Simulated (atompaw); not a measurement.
**What one change does to a pseudopotential (holmium, PAW (atompaw))**

- Element: Ho
- Generator: atompaw 4.2.0.5
- Type: PAW
- Functional: PBE
- Relativity: scalar-relativistic
- Frozen core: [Kr] 4d10 4f10
- Valence charge: 11
- Reference configuration: 5s2 5p6 5d1 6s2 6p0
- Partial waves: 5s (bound): rc 2.25 bohr; 6s (bound): rc 3.00 bohr; 5p (bound): rc 2.30 bohr; 6p (bound, empty): rc 2.40 bohr; 5d (bound): rc 3.00 bohr; 5d channel at 0.85 Ry: rc 3.00 bohr
- Local potential: bessel scheme, radius 2.75 bohr
- Core correction: smooth core density matched at 1.90 bohr
- Augmentation charge: besselshape compensation charge, radius 2.35 bohr; PAW radius 3.00 bohr; waves and projectors: custom polynom vanderbiltortho

All-electron outer shells of the reference configuration (PBE, scalar-relativistic, ld1.x):

```json
{"shell": "4d", "level (eV)": "-166.33", "outermost node (bohr)": "0.25", "outermost maximum (bohr)": "0.52"}
{"shell": "5s", "level (eV)": "-54.41", "outermost node (bohr)": "0.61", "outermost maximum (bohr)": "1.13"}
{"shell": "5p", "level (eV)": "-29.13", "outermost node (bohr)": "0.66", "outermost maximum (bohr)": "1.28"}
{"shell": "4f", "level (eV)": "-9.36", "outermost node (bohr)": "–", "outermost maximum (bohr)": "0.52"}
{"shell": "6s", "level (eV)": "-4.34", "outermost node (bohr)": "1.52", "outermost maximum (bohr)": "3.26"}
{"shell": "5d", "level (eV)": "-2.20", "outermost node (bohr)": "0.74", "outermost maximum (bohr)": "1.91"}
{"shell": "6p", "level (eV)": "-1.33", "outermost node (bohr)": "1.84", "outermost maximum (bohr)": "4.46"}
```

Change: local potential bessel scheme, radius 2.86 bohr.

Cutoffs: the cutoffs (Ry, on a coarse ladder) from which the occupation-weighted sum of valence levels, in a spherical-Bessel basis at the reference potential, stays within 10 and 1 mRy of its value at 400 Ry; they do not see the model core or the augmentation charge, which bear on the density cutoff.

What does the change do?

The potential gets neither clearly harder nor softer (15 Ry and 25 Ry → 15 Ry and 25 Ry); neither file shows a bound ghost.

```tsv
quantity	base	changed
cutoff, loose	15 Ry	15 Ry
cutoff, tight	25 Ry	25 Ry
bound ghosts	none	none
s: phases at 3.01 bohr within 0.05 rad from the reference energy up to (Ry; the scan ends near 5)	3.8	4.0
p: phases at 3.01 bohr within 0.05 rad from the reference energy up to (Ry; the scan ends near 5)	4.9	5.0
d: phases at 3.01 bohr within 0.05 rad from the reference energy up to (Ry; the scan ends near 5)	2.3	2.3
lowest overlap eigenvalue by channel	s 0.54, p 0.93, d 0.94	s 0.53, p 0.95, d 0.94
```

 The cutoffs see the waves, projectors and local potential, not the compensation charge or the core.
